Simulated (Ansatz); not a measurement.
XPt3: PBE0-D4/def2-TZVP single points in Ansatz on relaxed structures, gas phase. Each cluster is the lowest isomer that a short search found in that spin, judged at the geometry's level, and lower ones may exist. Core potentials for Mo, Pt, W, no spin–orbit coupling. HOMO and LUMO are taken over both spins. Singlets are spin-restricted. The structures are stationary points that may keep the symmetry of their start. Remarks come from the PBE and PBE0 runs and from stability tests at other levels; not every state was tested. HOMO above LUMO (over both spins in singlets and doublets, within one spin in higher multiplets; at PBE or PBE0), or a gap under 0.15 eV within one spin, warns that the state may not be the lowest or that an electron is smeared out.

| species | atoms | state | geometry | HOMO (eV) | LUMO (eV) | gap (eV) | lowest of the spins relaxed | point group (within 0.1 Å) | remarks |
| --- | --- | --- | --- | --- | --- | --- | --- | --- | --- |
| LiPt3 | 4 | doublet | PBE-D4/def2-TZVP | -5.20 | -2.63 | 2.56 | doublet, of doublet/quartet | C3v | gap within one spin near zero at PBE or PBE0 (quartet) |
| KPt3 | 4 | doublet | r2SCAN-D4/def2-SVP | -4.55 | -2.13 | 2.42 | doublet, of doublet/quartet | C3v | gap within one spin near zero at PBE or PBE0 (quartet) |
| Pt3W | 4 | singlet | PBE-D4/def2-SVP | -6.28 | -4.18 | 2.10 | singlet, of singlet/triplet/quintet | C3v | gap within one spin near zero at PBE or PBE0 (quintet) |

Problem. Estimate the rows for MoPt3 (singlet, PBE-D4/def2-SVP geometry).

Solution. 
```tsv
species	atoms	state	geometry	HOMO (eV)	LUMO (eV)	gap (eV)	lowest of the spins relaxed	point group (within 0.1 Å)	remarks
MoPt3	4	singlet	PBE-D4/def2-SVP	-6.31	-4.27	2.04	triplet (-0.16 eV), of singlet/triplet/quintet	C3v	triplet lower at PBE0, restricted, untested, triplet lowest at PBE0
```

The gap (eV) runs from 2.04 (MoPt3) to 2.56 (LiPt3).
